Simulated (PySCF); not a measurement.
**Successive ionisation energies of tantalum**

Calculated with PySCF 2.14, two-component X2C-1e (Gaussian nucleus, no Breit or QED terms), each ion in its own even-tempered basis; GMP2 freezes the deep shells of the larger ions and drops the highest virtual spinors; eV.

| ion | configuration | GHF (spin-free) | GHF (screened spin-orbit) | GMP2 (screened spin-orbit) | NIST | kind |
| --- | --- | --- | --- | --- | --- | --- |
| Ta⁵³⁺ | [Ar] 3d2 | 4988.5 | 5026.4 | 5026.2 | 5024 ± 5 | theoretical |
| Ta⁵⁴⁺ | [Ar] 3d1 | 5118.6 | 5161.9 | 5161.4 | 5159 ± 5 | theoretical |
| Ta⁵⁵⁺ | [Ar] | 5637.3 | 5540.4 | 5541.4 | 5537 ± 5 | theoretical |
| Ta⁵⁶⁺ | [Ne] 3s2 3p5 | 5752.8 | 5658.8 | 5660.0 | 5655 ± 5 | theoretical |
| Ta⁵⁷⁺ | [Ne] 3s2 3p4 | 5869.4 | 5789.0 | 5789.5 | 5785 ± 6 | theoretical |
| Ta⁵⁸⁺ | [Ne] 3s2 3p3 | 6026.1 | 5909.9 | 5910.4 | 5907 ± 6 | theoretical |
| Ta⁵⁹⁺ | [Ne] 3s2 3p2 | 6144.4 | 6370.8 | 6372.7 | 6364 ± 7 | theoretical |
| Ta⁶⁰⁺ | [Ne] 3s2 3p1 | 6264.1 | 6509.4 | 6509.4 | 6502 ± 10 | theoretical |
| Ta⁶¹⁺ | [Ne] 3s2 | 6774.9 | 6774.2 | 6778.1 | 6769 ± 12 | theoretical |
| Ta⁶²⁺ | [Ne] 3s1 | 6905.8 | 6905.2 | 6906.0 | 6900 ± 15 | theoretical |
| Ta⁶³⁺ | [Ne] | 15533.2 | 15153.4 | 15155.0 | 15137 ± 19 | theoretical |
| Ta⁶⁴⁺ | [He] 2s2 2p5 | 15854.7 | 15478.7 | 15480.4 | 15461 ± 24 | theoretical |

**Question.** Where is the largest relative jump?

**Answer.** From Ta⁶²⁺ to Ta⁶³⁺: 6906.0 to 15155.0 eV, where the electron removed from [Ne] comes from a deeper shell or subshell.
